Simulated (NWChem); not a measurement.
A series in which one site is exchanged, each optimised at PBE0/def2-SVP with NWChem, gas phase unless a solvent is named. This build's default masses of Se (78.918 u) and Br (79.917 u) are each other's, which moves their modes by up to 0.6 %. Some are not confirmed as minima by frequencies. def2 effective core potentials on Hg; no spin-orbit coupling.

A: [Br][Zn][Br] (ZnBr₂; site = Zn)
B: [Hg]([Br])[Br] (HgBr2; site = Hg)
C: [Br][Mg][Br] (MgBr2; site = Mg)
D: [Br][Be][Br] (BeBr2; site = Be)

| quantity | A | B | C | D |
|---|---|---|---|---|
| dipole (D), PBE0/def2-SVP | ___ | 0.00 | 0.00 | 0.00 |
| orbital gap (eV), PBE0/def2-SVP | ___ | 5.69 | 6.51 | 8.27 |
| vertical ionisation energy, ΔSCF, B3LYP/def2-SVP (eV) | ___ | 10.26 | 10.31 | 10.88 |
| static polarisability, B3LYP/def2-SVPD (bohr³) | ___ | 81.0 | 68.4 | 58.1 |
| lowest singlet excitation, B3LYP/def2-SVPD, TDA (eV) | ___ | 4.15 | 4.97 | 6.51 |

Question: Some entries are withheld; supply them.

Answer: 
- dipole (D), PBE0/def2-SVP, A: 0.05
- orbital gap (eV), PBE0/def2-SVP, A: 6.72
- vertical ionisation energy, ΔSCF, B3LYP/def2-SVP (eV), A: 10.38
- static polarisability, B3LYP/def2-SVPD (bohr³), A: 68.5
- lowest singlet excitation, B3LYP/def2-SVPD, TDA (eV), A: 5.06
